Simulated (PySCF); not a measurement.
AlBrH3N, SMILES [NH2][AlH][Br]. Atoms are numbered in the order given.

```xyz
6

Al    -0.6040     1.0865     0.0000
H     -2.1292     1.4335     0.0000
Br     0.1000    -1.0696     0.0000
N      0.6313     2.3396     0.0000
H      1.6249     2.1701     0.0000
H      0.4389     3.3294     0.0000
```
Charge 0, spin multiplicity 1.

Coordinates come from a B3LYP-D3(BJ)/def2-TZVP optimisation. One conformer was computed; it need not be the lowest.

Level of theory: M06-2X/def2-TZVPD run with PySCF.

Mulliken values depend strongly on the basis, most of all with diffuse functions as here. ESP charges are fitted to the potential on shells at 1.4 to 2.0 van der Waals radii. Atomic charges (e):

```json
[
 {"atom": "Al1", "IAO": "0.88", "Mulliken": "0.29", "ESP fit": "0.80"},
 {"atom": "H2", "IAO": "-0.21", "Mulliken": "-0.09", "ESP fit": "-0.21"},
 {"atom": "Br3", "IAO": "-0.32", "Mulliken": "-0.27", "ESP fit": "-0.29"},
 {"atom": "N4", "IAO": "-0.91", "Mulliken": "-0.50", "ESP fit": "-1.06"},
 {"atom": "H5", "IAO": "0.28", "Mulliken": "0.29", "ESP fit": "0.37"},
 {"atom": "H6", "IAO": "0.28", "Mulliken": "0.28", "ESP fit": "0.38"}
]
```
